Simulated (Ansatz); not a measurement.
# Ligand exchange: Cd(CH3)F + Sn(CH3)(NH2) → Cd(CH3)(NH2) + Sn(CH3)F

Species: Cd(CH3)F, singlet; Sn(CH3)(NH2), singlet; Cd(CH3)(NH2), singlet; Sn(CH3)F, singlet. The partners trade F for NH2: Cd–F and Sn–NH2 bonds give way to Cd–NH2 and Sn–F.

Shapes, held fixed at every level: PBE0-D4/def2-TZVP. Flexible molecules stand in one conformer, not always the lowest. Programs: Ansatz 0.2.0. Electronic energies: no zero-point or thermal term.

```tsv
level	kind	ΔE (kJ/mol)	less CCSD(T)/def2-TZVPP
HF/def2-TZVPP	Hartree–Fock	+12.4	+5.5
PBE-D4/def2-TZVPP	GGA	+7.7	+0.8
r2SCAN-D4/def2-TZVPP	meta-GGA	+9.7	+2.8
B3LYP-D4/def2-TZVPP	global hybrid	+8.6	+1.7
CCSD(T)/def2-SVP	coupled cluster or CI	+12.2	+5.3
CCSD/def2-SVP	coupled cluster or CI	+11.7	+4.8
CCSD(T)/def2-TZVPP	coupled cluster or CI	+6.9	0.0
```

The highest level, CCSD(T)/def2-TZVPP, gives ΔE = +6.9 kJ/mol; the levels span +6.9 to +12.4. The column of differences is taken from that level and isn't an error. No measured value is set beside it here. For atoms past krypton def2 sets carry core potentials with scalar relativity. Correlated rows may include outer-core shells of Cd, Sn, which these sets cover unevenly.
